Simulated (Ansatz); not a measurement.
BH6NSiTe (`B[Te][SiH2]N`). Charge 0, multiplicity 1. Te: def2 effective core potential.

Z-matrix (Å, degrees):
```
Si
Te 1 2.540
N 1 1.711 2 116.2
H 1 1.483 2 106.3 3 120.9
H 1 1.483 2 106.5 3 -120.9
B 2 2.101 1 97.1 3 1.6
H 3 1.008 1 118.9 2 -69.9
H 3 1.008 1 119.0 2 69.3
H 6 1.192 2 120.8 1 -0.0
H 6 1.192 2 116.8 1 -180.0
```

(1) List the harmonic frequencies (cm⁻¹, unscaled) at PBE0-D4/def2-TZVP in Ansatz. (An estimate is asked.)

## Answers

(1) The calculation gave: 20i, 152, 198, 202, 320, 355, 475, 498, 605, 689, 708, 847, 861, 877, 917, 930, 1145, 1586, 2232, 2243, 2602, 2713, 3593, 3683.
